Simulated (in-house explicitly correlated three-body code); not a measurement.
Computed with an exponentially correlated three-body code. Model: two electrons around a point charge, non-relativistic, variational in 260 exponentially correlated functions (energies converged to about 1e-7 hartree, or 1e-8 relative for large Z).

Command:
```bash
python run_hyl.py task.json out
```
Settings (lengths in bohr, energies in hartree):
```
Z                      1
screening              0.005
interaction_strength   1
functions              260
states_tried           1
```

Run time, properties included: 5.5 s on 1 thread of Intel(R) Xeon(R) 6975P-C (Granite Rapids) (shared host).

**Ground state only, binding against the one-electron ion.**

Given: nuclear charge 1; Yukawa screening of all interactions 0.005 1/bohr.

Computed: one-electron threshold -0.495018688 hartree.

```json
{"term": "1 1S", "energy (hartree)": "-0.52276364", "binding (eV)": "0.75498"}
```

**Converged states only, values per electron or pair (inverse distances are <exp(-kr)/r>).**

| term | mean r (bohr) | mean r squared (bohr²) | mean inverse r (1/bohr) | mean r12 (bohr) | mean inverse r12 (1/bohr) | mean cosine | mean p1 dot p2 (bohr⁻²) | delta r1 (bohr⁻³) | delta r12 (bohr⁻³) |
| --- | --- | --- | --- | --- | --- | --- | --- | --- | --- |
| 1 1S | 2.7103 | 11.915 | 0.67829 | 4.4128 | 0.30607 | -0.10513 | 0.032873 | 0.16455 | 0.002738 |
